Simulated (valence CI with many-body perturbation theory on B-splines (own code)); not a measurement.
Results of a calculation; reference values are marked as such.
**Xe32+ in three bases**

Level of theory: configuration interaction combined with many-body perturbation theory (CI+MBPT): four valence electrons over a frozen Dirac-Fock core [Ar], a basis of 7 s, 7 p, 8 d, 6 f, 4 g, 1 h functions for each j, with the one-electron correlation potential Σ1, the two-electron term Σ2, the three-electron term Σ3, Breit, model QED; selected CI, second order for the rest, scaled by the run's own slope (own B-spline code, finite nucleus).

The last digits are not significant, and no measured levels were compared; by estimate large intervals hold to a few tenths of a per cent, small ones and those within an open d or f shell to about a per cent. Only levels of the ground parity were solved; by the run's estimate the other parity begins above the list, which can be wrong where configurations are misplaced.

The reference run has the lowest level (3d3/2^4) J=0 and an ionisation energy of 2023.40 eV. Its largest variational space holds 17890 state functions.

Levels are named by their leading jj configuration (3d3/2^4 stands for four electrons in 3d with j = 3/2), which in mixed levels can hold well under half, so a name can repeat and another be missing. Letters in brackets count levels of one name in rising energy.

Changed runs:
A. basis 6 s, 6 p, 5 d, 5 f, 1 g
B. basis 5 s, 5 p, 4 d, 4 f

Excitation energies of the reference run in cm⁻¹, and shifts in cm⁻¹:

```tsv
Level	Reference	A	B
(3d3/2^3 3d5/2) J=1	80500	-214	-385
(3d3/2^3 3d5/2) J=2	127774	-232	-344
(3d3/2^3 3d5/2) J=4	146217	+15	+225
(3d3/2^3 3d5/2) J=3	151812	-158	-144
(3d3/2^2 3d5/2^2) J=0 [a]	214700	-88	-145
(3d3/2^2 3d5/2^2) J=4 [a]	226416	-132	-27
(3d3/2^2 3d5/2^2) J=2 [a]	245509	+100	+605
(3d3/2^2 3d5/2^2) J=3 [a]	245739	-28	+314
(3d3/2^2 3d5/2^2) J=5	264659	+7.6	+443
(3d3/2^2 3d5/2^2) J=1	273766	+40	+416
(3d3/2^2 3d5/2^2) J=6	280158	+73	+631
(3d3/2^2 3d5/2^2) J=4 [b]	302046	+118	+639
Ionisation energy (eV)	2023.40	-0.09	-0.14
```
